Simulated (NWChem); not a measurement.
Program: NWChem. System: ClIn, charge 0, spin multiplicity 1, at a geometry optimised with PBE/def2-SVP with def2 effective core potentials on In. The structure started from a generated list of species. Level: CIS/def2-SVPD with def2 effective core potentials on In.

The NWChem input:

```
start mol
memory heap 200 mb stack 900 mb global 1100 mb
geometry units angstroms nocenter noautoz
  In     0.000000     0.000000    -0.630693
  Cl     0.000000     0.000000     1.817881
  symmetry group C2v
end
basis spherical
  * library def2-svpd
end
ecp
  In library def2-ecp
end
dft
  xc hfexch
  semidirect memsize 60000000 filesize 0
  iterations 100
end
tddft
  cis
  nroots 6
  notriplet
  thresh 1e-4
end
task tddft energy
```

NWChem printed:

```
             Northwest Computational Chemistry Package (NWChem) 7.3.0
             --------------------------------------------------------

                                NWChem Input Module
                                -------------------

 Scaling coordinates for geometry "geometry" by  1.889725989
 (inverse scale =  0.529177249)

 Turning off AUTOSYM since
 SYMMETRY directive was detected!

                             Geometry "geometry" -> ""
                             -------------------------

 Output coordinates in angstroms (scale by  1.889725989 to convert to a.u.)

  No.       Tag          Charge          X              Y              Z
 ---- ---------------- ---------- -------------- -------------- --------------
    1 In                  49.0000     0.00000000     0.00000000    -0.63069300
    2 Cl                  17.0000     0.00000000     0.00000000     1.81788100

 Effective nuclear repulsion energy (a.u.)     180.0250465850

            Nuclear Dipole moment (a.u.)
            ----------------------------
        X                 Y               Z
 ---------------- ---------------- ----------------
     0.0000000000     0.0000000000     0.0000377945

      Symmetry information
      --------------------

 Group name             C2v
 Group number             16
 Group order               4
 No. of unique centers     2

      Symmetry unique atoms

     1    2


 Summary of "ao basis" -> "" (spherical)
 ------------------------------------------------------------------------------
       Tag                 Description            Shells   Functions and Types
 ---------------- ------------------------------  ------  ---------------------
 *                         def2-svpd                  on all atoms

 Summary of "ao basis" -> "ao basis" (spherical)
 ------------------------------------------------------------------------------
       Tag                 Description            Shells   Functions and Types
 ---------------- ------------------------------  ------  ---------------------
 In                        def2-svpd                12       32   5s4p3d
 Cl                        def2-svpd                11       27   5s4p2d

 Summary of "ao basis" -> "ao basis" (spherical)
 ------------------------------------------------------------------------------
       Tag                 Description            Shells   Functions and Types
 ---------------- ------------------------------  ------  ---------------------
 In                        def2-svpd                12       32   5s4p3d
 Cl                        def2-svpd                11       27   5s4p2d

      Symmetry analysis of basis
      --------------------------

        a1         28
        a2          5
        b1         13
        b2         13

            General Information
            -------------------
          SCF calculation type: DFT
          Wavefunction type:  closed shell.
          No. of atoms     :     2
          No. of electrons :    38
           Alpha electrons :    19
            Beta electrons :    19
          Charge           :     0
          Spin multiplicity:     1
          Use of symmetry is: off; symmetry adaption is: on
          Maximum number of iterations: 100
          AO basis - number of functions:    59
                     number of shells:    23
          Convergence on energy requested:  1.00D-06
          Convergence on density requested:  1.00D-05
          Convergence on gradient requested:  5.00D-04

              XC Information
[...]
            d_CD3 =   3.3279 Angstrom
     Pearson C.C. =   0.0372

     Occ.   16  a1  ---  Virt.   21  b1       0.05664
     Occ.   16  a1  ---  Virt.   28  b1      -0.05778
     Occ.   19  a1  ---  Virt.   21  b1      -0.98115
     Occ.   19  a1  ---  Virt.   28  b1       0.10925
     Occ.   19  a1  ---  Virt.   33  b1       0.07341
  ----------------------------------------------------------------------------
  Root   3 singlet a1             0.243762379 a.u.                6.6331 eV
  ----------------------------------------------------------------------------
     Transition Moments    X -0.00000   Y  0.00000   Z  1.99138
     Transition Moments   XX -0.20311  XY -0.00000  XZ -0.00000
     Transition Moments   YY -0.20324  YZ  0.00000  ZZ -5.42018
     Dipole Oscillator Strength                    0.6444403225
     Electric Quadrupole                           0.0000006998
     Magnetic Dipole                               0.0000000000
     Total Oscillator Strength                     0.6444410223

          sigma_e =   2.7733 Angstrom
          sigma_h =   2.0126 Angstrom
         |d_h->e| =   1.4308 Angstrom
            d_exc =   3.5035 Angstrom
            d_CD1 =   2.1916 Angstrom
            d_CD2 =  -0.9621 Angstrom
            d_CD3 =   4.9343 Angstrom
     Pearson C.C. =   0.1356

     Occ.   16  a1  ---  Virt.   26  a1      -0.05702
     Occ.   16  a1  ---  Virt.   35  a1       0.06959
     Occ.   17  b2  ---  Virt.   20  b2      -0.22161
     Occ.   17  b2  ---  Virt.   27  b2      -0.06060
     Occ.   18  b1  ---  Virt.   21  b1      -0.22162
     Occ.   18  b1  ---  Virt.   28  b1       0.06058
     Occ.   19  a1  ---  Virt.   22  a1       0.50691
     Occ.   19  a1  ---  Virt.   23  a1      -0.76545
     Occ.   19  a1  ---  Virt.   26  a1       0.11905
     Occ.   19  a1  ---  Virt.   31  a1       0.11464
     Occ.   19  a1  ---  Virt.   32  a1       0.07058
  ----------------------------------------------------------------------------
  Root   4 singlet a2             0.255303388 a.u.                6.9472 eV
  ----------------------------------------------------------------------------
     Transition Moments    X  0.00000   Y  0.00000   Z  0.00000
     Transition Moments   XX -0.00000  XY -0.79961  XZ -0.00000
     Transition Moments   YY  0.00000  YZ  0.00000  ZZ  0.00000
     Dipole Oscillator Strength                    0.0000000000
     Electric Quadrupole                           0.0000000567
     Magnetic Dipole                               0.0000000000
     Total Oscillator Strength                     0.0000000567

          sigma_e =   2.1980 Angstrom
          sigma_h =   1.1730 Angstrom
         |d_h->e| =   2.0979 Angstrom
            d_exc =   3.2513 Angstrom
            d_CD1 =   3.1229 Angstrom
            d_CD2 =   0.4124 Angstrom
            d_CD3 =   5.3492 Angstrom
     Pearson C.C. =   0.0073

     Occ.   17  b2  ---  Virt.   21  b1       0.68034
     Occ.   17  b2  ---  Virt.   28  b1      -0.16094
     Occ.   17  b2  ---  Virt.   33  b1      -0.07646
     Occ.   17  b2  ---  Virt.   38  b1       0.06626
     Occ.   18  b1  ---  Virt.   20  b2       0.68035
     Occ.   18  b1  ---  Virt.   27  b2       0.16095
     Occ.   18  b1  ---  Virt.   34  b2      -0.07646
     Occ.   18  b1  ---  Virt.   39  b2      -0.06623
  ----------------------------------------------------------------------------
  Root   5 singlet a1             0.255303389 a.u.                6.9472 eV
  ----------------------------------------------------------------------------
     Transition Moments    X -0.00000   Y -0.00000   Z  0.00002
     Transition Moments   XX -0.79980  XY  0.00000  XZ -0.00000
     Transition Moments   YY  0.79989  YZ  0.00000  ZZ  0.00023
     Dipole Oscillator Strength                    0.0000000001
     Electric Quadrupole                           0.0000000567
     Magnetic Dipole                               0.0000000000
     Total Oscillator Strength                     0.0000000568

          sigma_e =   2.1980 Angstrom
          sigma_h =   1.1730 Angstrom
         |d_h->e| =   2.0979 Angstrom
            d_exc =   3.2513 Angstrom
            d_CD1 =   3.1229 Angstrom
            d_CD2 =   0.4123 Angstrom
            d_CD3 =   5.3492 Angstrom
     Pearson C.C. =   0.0073

     Occ.   17  b2  ---  Virt.   20  b2      -0.68035
     Occ.   17  b2  ---  Virt.   27  b2      -0.16096
     Occ.   17  b2  ---  Virt.   34  b2       0.07644
     Occ.   17  b2  ---  Virt.   39  b2       0.06622
     Occ.   18  b1  ---  Virt.   21  b1       0.68034
     Occ.   18  b1  ---  Virt.   28  b1      -0.16095
     Occ.   18  b1  ---  Virt.   33  b1      -0.07646
     Occ.   18  b1  ---  Virt.   38  b1       0.06623
  ----------------------------------------------------------------------------
  Root   6 singlet a2             0.255819474 a.u.                6.9612 eV
  ----------------------------------------------------------------------------
     Transition Moments    X  0.00000   Y  0.00000   Z -0.00000
     Transition Moments   XX  0.00000  XY  0.00009  XZ -0.00000
     Transition Moments   YY -0.00000  YZ -0.00000  ZZ -0.00000
     Dipole Oscillator Strength                    0.0000000000
     Electric Quadrupole                           0.0000000000
     Magnetic Dipole                               0.0000000000
     Total Oscillator Strength                     0.0000000000

          sigma_e =   2.1958 Angstrom
          sigma_h =   1.1724 Angstrom
         |d_h->e| =   2.0949 Angstrom
            d_exc =   3.2531 Angstrom
            d_CD1 =   3.1183 Angstrom
            d_CD2 =   0.4108 Angstrom
            d_CD3 =   5.3480 Angstrom
     Pearson C.C. =   0.0004

     Occ.   17  b2  ---  Virt.   21  b1       0.68014
     Occ.   17  b2  ---  Virt.   28  b1      -0.16060
     Occ.   17  b2  ---  Virt.   33  b1      -0.07951
     Occ.   17  b2  ---  Virt.   38  b1       0.06713
     Occ.   18  b1  ---  Virt.   20  b2      -0.68013
     Occ.   18  b1  ---  Virt.   27  b2      -0.16064
     Occ.   18  b1  ---  Virt.   34  b2       0.07948
     Occ.   18  b1  ---  Virt.   39  b2       0.06711

              Target root =      1
          Target symmetry = none
      Ground state energy =   -648.659411314630
        Excitation energy =      0.182928916605
     Excited state energy =   -648.476482398024

  stored tddft:energy   -648.47648239802447

 Task  times  cpu:       59.3s     wall:       59.3s

 Total times  cpu:       59.3s     wall:       59.3s
```
